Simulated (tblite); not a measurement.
C₈H₇F.
Numbering: `[CH2:1]=[CH:2][C:3]1=[C:4]([F:5])[CH:6]=[CH:7][C:8]1=[CH2:9]` (hydrogens: H10, H11 on C1; H12 on C2; H13 on C6; H14 on C7; H15, H16 on C9)

Computed with GFN2-xTB (tblite), gas phase: Langevin dynamics at 300 K from the optimised GFN2-xTB geometry, time step 0.5 fs, friction 0.01 fs⁻¹, 2000 steps. The instantaneous temperature is 2·E(kin)/(3Nk) with all 3N coordinates.

| t (fs) | T (K) | E(pot) above start (eV) | C1=C2 (Å) | C2–C3 (Å) | C3=C4 (Å) | C4–F5 (Å) | C4–C6 (Å) | C1–H10 (Å) | C1–C2–C3–C4 (°) |
| --- | --- | --- | --- | --- | --- | --- | --- | --- | --- |
| 0 | 244 | 0.000 | 1.331 | 1.441 | 1.363 | 1.340 | 1.442 | 1.077 | 180 |
| 25 | 158 | 0.271 | 1.364 | 1.448 | 1.369 | 1.327 | 1.420 | 1.079 | -171 |
| 50 | 244 | 0.243 | 1.358 | 1.449 | 1.359 | 1.355 | 1.431 | 1.092 | -169 |
| 75 | 219 | 0.365 | 1.325 | 1.479 | 1.380 | 1.344 | 1.461 | 1.079 | -163 |
| 100 | 237 | 0.343 | 1.310 | 1.479 | 1.405 | 1.327 | 1.416 | 1.049 | -164 |
| 125 | 190 | 0.506 | 1.339 | 1.470 | 1.375 | 1.313 | 1.395 | 1.099 | -162 |
| 150 | 340 | 0.327 | 1.357 | 1.461 | 1.377 | 1.336 | 1.432 | 1.097 | -176 |
| 175 | 280 | 0.502 | 1.325 | 1.450 | 1.352 | 1.390 | 1.442 | 1.014 | 171 |
| 200 | 344 | 0.375 | 1.327 | 1.448 | 1.331 | 1.348 | 1.420 | 1.116 | 154 |
| 225 | 336 | 0.363 | 1.339 | 1.455 | 1.344 | 1.351 | 1.453 | 1.125 | 137 |
| 250 | 238 | 0.558 | 1.345 | 1.410 | 1.389 | 1.319 | 1.421 | 1.033 | 127 |
| 275 | 335 | 0.438 | 1.300 | 1.455 | 1.356 | 1.356 | 1.440 | 1.091 | 126 |
| 300 | 424 | 0.524 | 1.326 | 1.413 | 1.322 | 1.363 | 1.459 | 1.077 | 133 |
| 325 | 292 | 0.606 | 1.390 | 1.443 | 1.336 | 1.370 | 1.487 | 1.073 | 137 |
| 350 | 409 | 0.457 | 1.355 | 1.439 | 1.369 | 1.333 | 1.428 | 1.083 | 144 |
| 375 | 206 | 0.690 | 1.288 | 1.468 | 1.381 | 1.354 | 1.414 | 1.126 | 157 |
| 400 | 280 | 0.253 | 1.325 | 1.454 | 1.349 | 1.372 | 1.419 | 1.067 | 150 |
| 425 | 263 | 0.319 | 1.360 | 1.412 | 1.349 | 1.369 | 1.437 | 1.077 | 147 |
| 450 | 267 | 0.394 | 1.336 | 1.428 | 1.357 | 1.340 | 1.462 | 1.093 | 141 |
| 475 | 249 | 0.539 | 1.297 | 1.380 | 1.353 | 1.384 | 1.463 | 1.058 | 135 |
| 500 | 332 | 0.481 | 1.312 | 1.455 | 1.313 | 1.359 | 1.433 | 1.045 | 149 |
| 525 | 317 | 0.603 | 1.374 | 1.419 | 1.333 | 1.317 | 1.417 | 1.127 | 142 |
| 550 | 342 | 0.599 | 1.357 | 1.420 | 1.380 | 1.398 | 1.483 | 1.087 | 152 |
| 575 | 300 | 0.686 | 1.312 | 1.471 | 1.355 | 1.333 | 1.489 | 1.043 | 143 |
| 600 | 347 | 0.611 | 1.318 | 1.479 | 1.325 | 1.341 | 1.430 | 1.140 | 150 |
| 625 | 417 | 0.506 | 1.345 | 1.419 | 1.340 | 1.344 | 1.410 | 1.060 | 165 |
| 650 | 234 | 0.791 | 1.355 | 1.459 | 1.412 | 1.374 | 1.487 | 1.044 | 171 |
| 675 | 238 | 0.741 | 1.299 | 1.398 | 1.425 | 1.339 | 1.414 | 1.096 | 173 |
| 700 | 395 | 0.485 | 1.325 | 1.509 | 1.377 | 1.350 | 1.438 | 1.104 | 168 |
| 725 | 346 | 0.589 | 1.340 | 1.441 | 1.324 | 1.349 | 1.432 | 1.015 | 147 |
| 750 | 209 | 0.647 | 1.311 | 1.450 | 1.344 | 1.397 | 1.435 | 1.101 | 159 |
| 775 | 334 | 0.436 | 1.305 | 1.467 | 1.391 | 1.347 | 1.439 | 1.110 | 158 |
| 800 | 336 | 0.448 | 1.317 | 1.418 | 1.386 | 1.347 | 1.399 | 1.043 | 155 |
| 825 | 228 | 0.592 | 1.370 | 1.435 | 1.385 | 1.371 | 1.415 | 1.077 | 152 |
| 850 | 282 | 0.354 | 1.318 | 1.453 | 1.347 | 1.397 | 1.420 | 1.093 | 144 |
| 875 | 256 | 0.667 | 1.283 | 1.482 | 1.360 | 1.388 | 1.425 | 1.078 | 149 |
| 900 | 337 | 0.590 | 1.325 | 1.423 | 1.381 | 1.371 | 1.440 | 1.059 | 136 |
| 925 | 393 | 0.501 | 1.340 | 1.425 | 1.377 | 1.375 | 1.436 | 1.112 | 153 |
| 950 | 388 | 0.476 | 1.332 | 1.426 | 1.359 | 1.301 | 1.437 | 1.062 | 149 |
| 975 | 329 | 0.563 | 1.332 | 1.408 | 1.381 | 1.348 | 1.467 | 1.036 | 160 |
| 1000 | 308 | 0.411 | 1.318 | 1.399 | 1.374 | 1.349 | 1.446 | 1.115 | 162 |

Task: From 500 fs on, how do temperature and potential energy compare with equipartition?

Result: The mean temperature of these 21 frames is 318 K against the target 300 K, and the mean potential energy 0.56 eV against 42 × kT/2 = 0.54 eV for 42 classical harmonic modes. For 16 atoms in a canonical ensemble the temperature itself scatters by T·√(2/(3N)) = 61 K; here its standard deviation is 57 K. The whole run lasts only 10 friction times of 100 fs, so these averages carry a wide statistical error.

Task: What are the kinetic and total energies of the listed frame with the highest potential energy?

Result: The one at 650 fs, 0.791 eV above the start. Its kinetic energy is 3NkT/2 = 0.484 eV at 234 K, so the sum is 1.28 eV; over the listed frames the sum runs from 0.50 to 1.40 eV, since the thermostat adds and removes energy.

Task: How much do the listed bonds fluctuate from 500 fs on?

Result: 
```csv
bond,at the start (Å),mean (Å),standard deviation (Å)
C1=C2,1.331,1.328,0.022
C2–C3,1.441,1.441,0.029
C3=C4,1.363,1.365,0.028
C4–F5,1.340,1.357,0.025
C4–C6,1.442,1.438,0.024
C1–H10,1.077,1.078,0.033
```

The motion is classical and holds no zero-point motion.

What follows is the cost of the whole dynamics run. The run took 37 s on an Intel Xeon at 2.50 GHz with one thread, on a shared host, and the process peaked at 0.18 GiB of memory.
